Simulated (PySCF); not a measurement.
**Molecular orbitals of GeSb⁺**

B2PLYP at R = 2.614 Å; Ge cc-pVDZ-PP with ECP10, Sb cc-pVDZ-PP with ECP28; scalar-relativistic core potentials (PySCF 2.14). State: ³Σ⁻ (triplet), unpaired electrons π ↑↑. Only the outer orbitals are listed, counted within each symmetry, core potentials removing the inner ones.

```json
{"spin": "α", "orbital": "7σ", "occ.": "1", "ε (eV)": "-23.63", "on Ge (%)": "36", "main shells (%)": "60 Sb s, 31 Ge s"}
{"spin": "α", "orbital": "8σ", "occ.": "1", "ε (eV)": "-19.69", "on Ge (%)": "61", "main shells (%)": "61 Ge s, 35 Sb s"}
{"spin": "α", "orbital": "9σ", "occ.": "1", "ε (eV)": "-13.06", "on Ge (%)": "48", "main shells (%)": "49 Sb p, 41 Ge p"}
{"spin": "α", "orbital": "5π", "occ.": "1", "ε (eV)": "-13.00", "on Ge (%)": "24", "main shells (%)": "75 Sb p, 22 Ge p"}
{"spin": "α", "orbital": "5π", "occ.": "1", "ε (eV)": "-13.00", "on Ge (%)": "24", "main shells (%)": "75 Sb p, 22 Ge p"}
{"spin": "α", "orbital": "6π", "occ.": "0", "ε (eV)": "-7.55", "on Ge (%)": "76", "main shells (%)": "76 Ge p, 23 Sb p"}
{"spin": "α", "orbital": "6π", "occ.": "0", "ε (eV)": "-7.55", "on Ge (%)": "76", "main shells (%)": "76 Ge p, 23 Sb p"}
{"spin": "α", "orbital": "10σ", "occ.": "0", "ε (eV)": "-4.35", "on Ge (%)": "54", "main shells (%)": "55 Ge p, 46 Sb p"}
{"spin": "β", "orbital": "7σ", "occ.": "1", "ε (eV)": "-22.02", "on Ge (%)": "53", "main shells (%)": "49 Ge s, 42 Sb s"}
{"spin": "β", "orbital": "8σ", "occ.": "1", "ε (eV)": "-18.68", "on Ge (%)": "47", "main shells (%)": "50 Sb s, 44 Ge s"}
{"spin": "β", "orbital": "9σ", "occ.": "1", "ε (eV)": "-12.69", "on Ge (%)": "50", "main shells (%)": "46 Sb p, 45 Ge p"}
{"spin": "β", "orbital": "5π", "occ.": "0", "ε (eV)": "-8.37", "on Ge (%)": "54", "main shells (%)": "53 Ge p, 45 Sb p"}
{"spin": "β", "orbital": "5π", "occ.": "0", "ε (eV)": "-8.37", "on Ge (%)": "54", "main shells (%)": "53 Ge p, 45 Sb p"}
{"spin": "β", "orbital": "6π", "occ.": "0", "ε (eV)": "-6.22", "on Ge (%)": "46", "main shells (%)": "54 Sb p, 46 Ge p"}
```

Problem. Which are the highest filled and the lowest empty level, where do they sit, and how wide is the gap?

Solution. Highest filled β 9σ at -12.69 eV (in %: 46 Sb p, 45 Ge p); lowest empty β 5π at -8.37 eV (in %: 53 Ge p, 45 Sb p); the gap at B2PLYP is 4.32 eV.

The bond order (Mayer) is 1.68. The ⟨S²⟩ is 2.005 and the charge on Ge (Mulliken, basis-dependent) is 0.58. The charge on Ge (Löwdin, basis-dependent) is 0.54 and the dipole moment (positive dipole points towards Sb; it is taken about the centre of mass and depends on that origin) is -2.29 D.

Correlated steps freeze 8 core orbitals. Spin–orbit coupling is left out. B2PLYP dipoles, levels and charges come from its SCF part alone. The state is the lowest determinant that a PBE0 search found; another state may lie lower at other levels.
